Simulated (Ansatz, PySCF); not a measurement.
Another site gives an ion 52391.22 eV lower (`O=[CH][GeH3]`) at the level PBE-D3(BJ)/def2-TZVP // TPSSh-D3(BJ)/def2-TZVP (PySCF).

Z-matrix (Å, degrees):
```
C
O 1 1.2127
C 1 1.4999 2 125.16
H 3 1.0878 1 110.04 2 0.03
H 3 1.0936 4 110.58 1 121.31
H 3 1.0936 4 110.58 5 117.38
C 1 1.5337 2 117.51 3 -179.98
O 7 1.2054 1 123.25 2 179.85
H 7 1.1078 8 123.30 1 179.96
```
Charge 0, spin multiplicity 1.

These are frozen-core CCSD(T)/cc-pVTZ // TPSSh-D3(BJ)/def2-TZVP (Ansatz, an electronic-structure program) values and carry that method's errors.

| Item | Value |
|---|---|
| HF energy | -265.73791 Ha |
| MP2 correlation energy | -0.94108 Ha |

Q: Estimate the CCSD correlation energy, the (T) correction, the total energy and the T1 diagnostic.

A: 
```json
{
 "CCSD correlation energy": "-0.95983 Ha",
 "(T) correction": "-0.04289 Ha",
 "CCSD(T) total energy": "-266.74063 Ha",
 "T1 diagnostic": "0.015"
}
```
